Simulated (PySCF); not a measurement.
Br2GaHO, SMILES [OH][Ga]([Br])[Br]. Heavy atoms are numbered as in [Ga:1]([Br:2])([Br:3])[OH:4]. Hydrogens are named by the atom that carries them.

The structure is a stationary point at PBE0-D3(BJ)/def2-SVP. The structure was generated by enumeration; whether it is a known compound was not checked. One conformer was computed; it need not be the lowest.

Level of theory: PBE/pcSseg-1 in PySCF.

GIAO shieldings, no solvent; atoms alike by connectivity are averaged. δ = σ(ref) − σ: ¹⁷O against H2O (σ = 334.3 ppm); ¹H against TMS (σ = 31.49 ppm), references at their B3LYP-D3(BJ)/def2-TZVP geometries, non-relativistic (without spin–orbit terms, shifts of atoms bonded to Cl or Br come out too high).

```csv
nucleus,atoms,count,δ (ppm)
¹⁷O,O4 (OH),1,136.6
¹H,H on O4,1,3.67
```
